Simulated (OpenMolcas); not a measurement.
Hf2+ among 6 point charges of -1 e arranged as an octahedron (Oh), 2.31 Å from the ion.
```
   2.3100    0.0000    0.0000  -1.00
   0.0000    2.3100    0.0000  -1.00
  -2.3100    0.0000    0.0000  -1.00
   0.0000   -2.3100    0.0000  -1.00
   0.0000    0.0000    2.3100  -1.00
   0.0000    0.0000   -2.3100  -1.00
```

```yaml
Program: OpenMolcas 26.06
Method: CASSCF
Basis: ANO-RCC-VTZP [8s7p5d3f2g1h]
Scalar_Hamiltonian: DKH2, point nucleus
Active_space: 2 electrons in 5 orbitals (5d)
State_averaging: 2S+1 = 3 even, 10 roots; 2S+1 = 1 even, 15 roots
Spin-orbit_coupling: RASSI with atomic mean-field integrals over the reference wave functions
```

**Question.** What is the spin-free ground state (labels of O, the rotations of Oh)?

**Answer.** 3T1, 3-fold in its orbital part, 94 % from free-ion F terms; it has the highest spin that d2 allows.

**Question.** Where is the first state of the same spin?

**Answer.** 3T2 at 9000 cm-1 above the ground state.

**Question.** What are the lowest two levels with spin-orbit coupling?

**Answer.** A 2-fold level E, then a 3-fold level T2 336.5 cm-1 above it. Their leading multiplicities are 3 (97 %) and 3 (97 %).

**Question.** What is χT at 300 K, and how does it compare with the textbook value?

**Answer.** The lowest level has 2S+1 = 3, for which the spin-only value is χT = S(S+1) / 2 = 1.000 cm3 K/mol (g = 2). The computed 0.120 at 300 K differs by -0.880, through orbital momentum, spin-orbit coupling and any other state in reach. With a threefold ground state the orbital momentum is unquenched, so the spin-only value is not expected to hold.

**Question.** Which ligand-field parameters describe the states?

**Answer.** A least-squares ligand-field fit to the states below 45000 cm-1, each weighted by its degeneracy and with a free common offset, gives 10Dq = 10827 cm-1, B = 560 cm-1 and C = 2408 cm-1 (C/B = 4.30), with an rms deviation of 375 cm-1. 

An orbital triplet at a regular site is open to Jahn-Teller coupling, which can distort the site and quench the lowest spin-orbit gaps and is left out. Without dynamic correlation the repulsion within the d shell is too large (B by tens of per cent), so at a given field states of lower spin stand too high. Point charges carry no covalency, so the field is a model and not that of real ligands. No measured value stands beside these numbers.
